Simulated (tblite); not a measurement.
Compound: C4H11BN2.
Numbering: `[CH3:1][CH2:2][N:3]1[BH:4][NH:5][CH2:6][CH2:7]1` (hydrogens: H8, H9, H10 on C1; H11, H12 on C2; H13 on B4; H14 on N5; H15, H16 on C6; H17, H18 on C7)

Computed with GFN2-xTB (tblite), gas phase: L-BFGS steps from a force-field or distance-geometry start until the largest atomic force falls under 0.01 eV/Å.

Step 1: E = -579.0332 eV
```
atom  x, y, z in Å  |  force x, y, z in eV/Å
C1      2.4656    0.0207   -0.1497    0.172   0.005  -0.030
C2      1.1830   -0.7829    0.0426    0.235   0.061  -0.355
N3      0.0863   -0.3617   -0.8247   -0.842  -0.489   1.007
B4     -1.0919   -1.2327   -0.7166   -0.012   0.109   0.827
N5     -2.1984   -0.4866   -0.1318    0.875  -0.057  -1.895
C6     -1.8689    0.9369   -0.2756   -0.340  -0.125   0.030
C7     -0.3614    1.0032   -0.5484   -0.323   0.029   0.135
H8      3.1152   -0.1836    0.7066    0.034   0.079  -0.251
H9      2.2513    1.0976   -0.1687    0.237  -0.399  -0.179
H10     2.9665   -0.3181   -1.0673   -0.130   0.474   0.292
H11     0.9047   -0.7142    1.1233   -0.051  -0.227  -0.562
H12     1.3956   -1.8084   -0.2612   -0.080  -0.176   0.455
H13    -1.1380   -2.4236   -0.8305    0.181   0.761  -0.100
H14    -3.0513   -0.6255   -0.6446   -0.595  -0.484   0.625
H15    -2.1275    1.4968    0.6223   -0.156   0.011   0.177
H16    -2.4610    1.3289   -1.1093    0.176   0.294   0.006
H17    -0.2018    1.6726   -1.3932    0.407   0.004  -0.086
H18     0.1232    1.3870    0.3504    0.211   0.129  -0.098
```

Step 2: E = -579.2254 eV
```
atom  x, y, z in Å  |  force x, y, z in eV/Å
C1      2.4714    0.0224   -0.1485   -0.128  -0.160  -0.141
C2      1.1942   -0.7849    0.0331   -0.296   0.231  -0.085
N3      0.0575   -0.3772   -0.8011    0.438   0.313   0.867
B4     -1.0911   -1.2252   -0.6933    0.159  -0.784   0.187
N5     -2.1797   -0.4941   -0.1869   -0.057   0.708  -0.809
C6     -1.8814    0.9372   -0.2692    0.171  -0.182  -0.525
C7     -0.3661    1.0072   -0.5482   -0.374  -0.225   0.347
H8      3.1149   -0.1813    0.6986    0.214   0.006   0.026
H9      2.2578    1.0857   -0.1734    0.127   0.025  -0.134
H10     2.9625   -0.3059   -1.0592    0.109   0.305  -0.064
H11     0.9028   -0.7199    1.1097    0.067  -0.188  -0.448
H12     1.3926   -1.8106   -0.2485    0.029  -0.367   0.258
H13    -1.1335   -2.4048   -0.8333    0.168   0.521  -0.040
H14    -3.0610   -0.6368   -0.6247   -0.900  -0.530   0.409
H15    -2.1303    1.4962    0.6239   -0.280  -0.055   0.371
H16    -2.4561    1.3362   -1.1097    0.067   0.346   0.016
H17    -0.1916    1.6717   -1.3937    0.347  -0.074  -0.107
H18     0.1285    1.3904    0.3483    0.139   0.109  -0.128
```

Q: Estimate the geometry and energy of step 3. (The exact step hangs on the optimiser's Hessian estimate; all steps are aligned on step 2, rigid shifts and turns removed.)

A: E = -579.3413 eV, largest force 1.070 eV/Å
```
atom  x, y, z in Å  |  force x, y, z in eV/Å
C1      2.4725    0.0210   -0.1494   -0.145  -0.154  -0.092
C2      1.1972   -0.7837    0.0264   -0.271   0.059   0.123
N3      0.0472   -0.3805   -0.7734    0.640   0.410   0.434
B4     -1.0866   -1.2343   -0.6765    0.138  -0.350  -0.041
N5     -2.1744   -0.4875   -0.2351   -0.410   0.561  -0.290
C6     -1.8867    0.9362   -0.2728    0.220   0.073  -0.499
C7     -0.3735    1.0069   -0.5433   -0.121  -0.148   0.290
H8      3.1182   -0.1799    0.6940    0.230  -0.027   0.093
H9      2.2639    1.0791   -0.1786    0.047   0.239  -0.089
H10     2.9623   -0.2935   -1.0562    0.237   0.157  -0.292
H11     0.9028   -0.7264    1.0944    0.129  -0.133  -0.130
H12     1.3911   -1.8175   -0.2363    0.041  -0.280   0.140
H13    -1.1280   -2.3854   -0.8357    0.150  -0.059  -0.041
H14    -3.0802   -0.6524   -0.6039   -0.914  -0.457   0.316
H15    -2.1366    1.4941    0.6301   -0.272  -0.246   0.211
H16    -2.4522    1.3467   -1.1100   -0.008   0.440  -0.052
H17    -0.1797    1.6690   -1.3949    0.256  -0.217  -0.001
H18     0.1338    1.3944    0.3449    0.054   0.133  -0.077
```

The energy changes by -0.1158 eV. The first-order estimate −F·Δx gives -0.1572 eV and the mean of the old and new forces, exact on a quadratic surface, -0.1161 eV. The step makes an angle of 40° with the force vector and moves no atom by more than 0.049 Å.

What follows is the cost of the whole relaxation. On one thread, Arm Neoverse N1 (aarch64), no GPU, shared host with 64 logical CPUs at a one-minute load of 53, this took 1.1 s wall.
